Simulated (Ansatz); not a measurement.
Stepwise reaction of `O[SiH2][SiH2][GeH3]` with water, as a gas-phase model of exchange steps in deposition or etching. ΔE in kJ/mol.

Isolated molecules relaxed with PBE0-D4/def2-TZVP in Ansatz; ΔE leaves out vibrations. CBS: MP2 limit from def2 TZ/QZ plus the TZ coupled-cluster correction, frozen cores. This one scheme is used for every species. Functionals use def2-TZVPP. B3LYP here is the variant with VWN-RPA as its local correlation; programs differ in this. For Ge outer-core shells are correlated without core-valence functions, which leaves a few kJ/mol of doubt a bond. Scalar relativity is left out up to krypton. One conformer a species, not always the lowest.

```
step                                                   reaction  PBE-D4  B3LYP-D4  ωB97M-V  CCSD(T)/CBS
   1  `O[SiH2][SiH2][GeH3]` + H₂O → `O[SiH2][GeH3]` + `O[SiH3]`   -53.9     -75.3    -80.2        -73.0
```

Q: Give the row of step 2, `O[SiH2][GeH3]` + H₂O → `[OH][GeH3]` + `O[SiH3]`. (Best estimate.)

A: The calculation gave: 
```tsv
step	reaction	PBE-D4	B3LYP-D4	ωB97M-V	CCSD(T)/CBS
2	`O[SiH2][GeH3]` + H₂O → `[OH][GeH3]` + `O[SiH3]`	6.3	-7.6	-9.4	-3.7
```

Q: By hand: ΔE of the 2 steps together at CCSD(T)/CBS.

A: (-73.0) + (-3.7) = -76.7 kJ/mol, or -38.4 kJ/mol a step.

In ΔE each step is higher than the one before. PBE-D4 differs from CCSD(T)/CBS by 10.0 to 19.1 kJ/mol a step. Isolated molecules leave out the surface, adducts and barriers. Largest T1 diagnostic: 0.012.
